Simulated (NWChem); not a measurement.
Molecule: C4H5Cl; SMILES C=C/C=C/Cl

```xyz
10

C      0.3455    -2.9876     0.0000
C     -0.3746    -1.8558     0.0000
C      0.2092    -0.5226     0.0000
C     -0.5327     0.5924     0.0000
Cl     0.1527     2.1965     0.0000
H      1.4329    -2.9720     0.0000
H     -0.1290    -3.9639     0.0000
H     -1.4628    -1.9129     0.0000
H      1.2947    -0.4461     0.0000
H     -1.6172     0.5960     0.0000
```
Atoms are numbered in this order, from 1.

Computed with NWChem. All runs use the structure optimised with B3LYP/6-31G* (spherical d). Vertical excitations in the gas phase; the lowest state need not have the same character in each row.

For level B3LYP/def2-SVP, full TDDFT:

```
Property                                  Value
----------------------------------------  -----
lowest excitation, singlet (eV)            5.52
oscillator strength of that lowest state  0.697
orbital gap (eV)                           5.25
```

**Question.** How do the values read with level LRC-wPBEh/def2-SVP, full TDDFT instead?

**Answer.** The lowest excitation, singlet (eV) is 5.75, the oscillator strength of that lowest state is 0.756 and the orbital gap (eV) is 9.07.
